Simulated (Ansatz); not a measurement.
`Cl[SiH2]BBr` + NH₃ → `NB[SiH2]Cl` + HBr at 600 K and 1 bar (ligand exchange at a B–Br bond).

Program: Ansatz. Geometries: PBE0-D4/def2-TZVP. ΔE: electronic, gas phase. CBS: MP2 limit from def2 TZ/QZ plus the TZ coupled-cluster correction, frozen cores. This one scheme is used for every species. For Br outer-core shells are correlated without core-valence functions, which leaves a few kJ/mol of doubt a bond. Scalar relativity is left out up to krypton. Each species was taken in one conformer, which may not be the lowest.

```
      species  CCSD(T)/CBS energy (Eh)  H − E (kJ/mol)  S (J/(mol·K))
`Cl[SiH2]BBr`              -3348.83281           134.0          425.8
          NH₃                -56.50880           112.4          219.5
 `NB[SiH2]Cl`               -831.44314           209.9          411.8
          HBr              -2573.91920            33.5          219.1
```

H − E and S are ideal-gas, rigid-rotor, harmonic terms from PBE0-D4/def2-TZVP, for one conformer and one mirror image of each species. 1 Eh = 2625.50 kJ/mol, R = 8.31446 J/(mol·K).

**Question.** By hand: ΔE, ΔH, ΔS and ΔG.

**Answer.** ΔE = (-831.44314) + (-2573.91920) − (-3348.83281) − (-56.50880) = -0.02073 Eh = -54.4 kJ/mol. Δ(H − E) = 209.9 + 33.5 − 134.0 − 112.4 = -3.0, so ΔH = -57.4 kJ/mol. ΔS = 411.8 + 219.1 − 425.8 − 219.5 = -14.4 J/(mol·K). ΔG = -57.4 − 600 × (-14.4)/1000 = -48.8 kJ/mol.

**Question.** By hand: the equilibrium constant, and the temperature at which ΔG would vanish if ΔH and ΔS stayed fixed.

**Answer.** log₁₀ K = −ΔG/(RT ln 10) = 4.2. ΔG = 0 at ΔH/ΔS = 3986 K, far beyond where these terms or the molecules hold.

The number of gas molecules stays the same, so ΔS is small and ΔH decides. A doubt of 5 kJ/mol in ΔE shifts log₁₀ K by 0.4 here. Other conformers and mirror images would add mixing entropy, several J/(mol·K) or more a flexible species. Modes under 60 cm⁻¹, often nearly free rotors, make the harmonic entropy too high. These are equilibria of isolated gas molecules and say nothing of rates. Largest T1 diagnostic: 0.012 (customary marks: 0.02 for closed shells, 0.045 for open ones).
